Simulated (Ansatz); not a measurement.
Reaction (cleavage of the Si–Si bond): `O[SiH](Cl)[SiH2]F` + `N[SiH](O)F` → `O[Si@H](F)N[Si@H](O)Cl` + `F[SiH3]`

Computed with Ansatz on PBE0-D4/def2-TZVP structures; ΔE is electronic, products minus reactants. CCSD(T)/CBS is the MP2 limit (def2-TZVPP, def2-QZVPP) plus CCSD(T) − MP2 in def2-TZVPP, frozen cores. This one scheme is used for every species. DFT in def2-TZVPP. One conformer a species, not always the lowest.

`O[SiH](Cl)[SiH2]F`:

Cartesian coordinates in Å:
```
O -1.112 1.710 0.207
Si -0.259 0.674 -0.733
Cl -1.500 -0.351 -2.023
Si 0.854 -0.945 0.562
F -0.217 -1.501 1.626
H -1.734 1.340 0.837
H 0.639 1.520 -1.550
H 1.341 -2.086 -0.253
H 1.987 -0.361 1.326
```

`N[SiH](O)F`:

Z-matrix (Å, degrees):
```
Si
O 1 1.629
F 1 1.596 2 112.6
N 1 1.699 2 110.7 3 116.3
H 1 1.474 2 104.5 3 -115.6
H 2 0.959 1 117.0 3 -71.5
H 4 1.007 1 120.5 2 -153.1
H 4 1.006 1 121.6 2 56.5
```

`O[Si@H](F)N[Si@H](O)Cl`:

Z-matrix (Å, degrees):
```
Si
F 1 1.595
N 1 1.697 2 113.8
O 1 1.644 2 106.5 3 -117.2
H 1 1.474 2 105.8 3 121.6
Si 3 1.725 1 130.2 2 -88.3
H 3 1.012 1 114.5 2 97.9
H 4 0.959 1 117.3 2 -35.8
O 6 1.621 3 109.0 1 -6.2
Cl 6 2.057 3 107.1 1 -128.5
H 6 1.472 3 114.0 1 115.2
H 9 0.966 6 115.4 3 -25.7
```

`F[SiH3]`:

Z-matrix (Å, degrees):
```
Si
F 1 1.600
H 1 1.482 2 108.3
H 1 1.482 2 108.3 3 -120.0
H 1 1.482 2 108.3 3 120.0
```

```json
{"level": "PBE-D4", "ΔE (kJ/mol)": "-81.3"}
{"level": "r2SCAN-D4", "ΔE (kJ/mol)": "-98.0"}
{"level": "ωB97X-V", "ΔE (kJ/mol)": "-99.5"}
{"level": "PBE0", "ΔE (kJ/mol)": "-86.0"}
{"level": "MP2/def2-TZVPP", "ΔE (kJ/mol)": "-114.1"}
{"level": "CCSD/def2-TZVPP", "ΔE (kJ/mol)": "-107.1"}
{"level": "CCSD(T)/def2-TZVPP", "ΔE (kJ/mol)": "-107.1"}
{"level": "HF/CBS(def2)", "ΔE (kJ/mol)": "-111.9"}
```

Q: What does CCSD(T)/CBS give? (Estimate.)

A: The calculation gave: -103.7 kJ/mol. The listed levels differ from it by 22.4, 5.7, 4.2, 17.7, -10.4, -3.4, -3.4, -8.2 kJ/mol.

Largest T1 diagnostic among the species: 0.012.

From PBE to PBE0 (25 % exact exchange), in def2-TZVPP and without D4, ΔE moves by −9.3 kJ/mol. The D4 term adds −7.0 kJ/mol with B3LYP and −4.0 kJ/mol with PBE0; it sums over pairs of atoms, weighted by their polarisabilities, and B3LYP, whose exchange is more repulsive, gets the larger term.

B3LYP here is the variant with VWN-RPA as its local correlation; programs differ in this.
